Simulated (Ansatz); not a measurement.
Reaction (silylene formation by 1,1-elimination): `OC[SiH](F)S` → CH₃OH + `F[Si]S`

Isolated molecules relaxed with PBE0-D4/def2-TZVP in Ansatz; ΔE leaves out vibrations. CCSD(T)/CBS adds triple-zeta CCSD(T) − MP2 to the extrapolated MP2 energy (def2 sets, frozen cores). This one scheme is used for every species. DFT in def2-TZVPP. Each species was taken in one conformer, which may not be the lowest.

```json
{"level": "ωB97X-V", "ΔE (kcal/mol)": "35.9"}
{"level": "CCSD(T)/def2-TZVPP", "ΔE (kcal/mol)": "32.4"}
```

Task: What does CCSD(T)/CBS give? (Best estimate.)

Result: The calculation gave: +33.4 kcal/mol. The listed levels differ from it by 2.5, -1.0 kcal/mol.

Largest T1 diagnostic among the species: 0.015.

The D4 term adds +3.9 kcal/mol with B3LYP and +2.1 kcal/mol with PBE0; it sums over pairs of atoms, weighted by their polarisabilities, and B3LYP, whose exchange is more repulsive, gets the larger term. In def2-TZVPP, CCSD(T) changes the Hartree–Fock value by +2.3 kcal/mol (the triples alone add +0.3 kcal/mol) and MP2 by +5.6 kcal/mol.

B3LYP here is the variant with VWN-RPA as its local correlation; programs differ in this.
